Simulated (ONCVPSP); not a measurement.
Reading a pseudo-wave (phosphorus (P))

Columns: radius, all-electron u(r) and pseudo u(r) of the 3p shell (level -5.51 eV) of phosphorus in the configuration [Ne] 3s2 3p3; PBE, scalar-relativistic, ONCV scheme, ONCVPSP 4.0.1.

```csv
r (bohr),all-electron,pseudo
0.090,-0.1136,0.0048
0.180,-0.2432,0.0190
0.270,-0.2955,0.0416
0.360,-0.2765,0.0719
0.450,-0.2097,0.1090
0.540,-0.1166,0.1523
0.630,-0.0123,0.2006
0.720,0.0931,0.2526
0.810,0.1936,0.3061
0.900,0.2857,0.3595
0.990,0.3676,0.4112
1.080,0.4390,0.4607
1.170,0.5001,0.5075
1.260,0.5511,0.5509
1.350,0.5925,0.5898
1.440,0.6248,0.6224
1.530,0.6489,0.6477
1.620,0.6655,0.6652
1.710,0.6757,0.6756
1.800,0.6801,0.6801
1.890,0.6796,0.6796
1.980,0.6750,0.6750
2.070,0.6669,0.6669
2.160,0.6559,0.6559
2.250,0.6425,0.6425
2.340,0.6273,0.6273
```

(1) How many radial nodes do the two functions have?

(2) At about which radius was the pseudo-wave matched?

(3) Where does each function peak?

(4) Is the pseudo-wave norm-conserving?

Answers

(1) The all-electron 3p function has n − l − 1 = 1; the pseudo-wave has 0, since the states of the same l below it are removed with the core.

(2) 1.80 bohr. The columns agree to 0.0005 from 1.62 bohr on; several derivatives are matched, so the curves merge somewhat inside the radius.

(3) Outermost all-electron maximum near 1.80 bohr, pseudo maximum near 1.80 bohr (to the table’s step).

(4) Yes: the ONCV scheme keeps the norm inside the radius equal to the all-electron one, which fixes the energy derivative of the logarithmic derivative at the level.
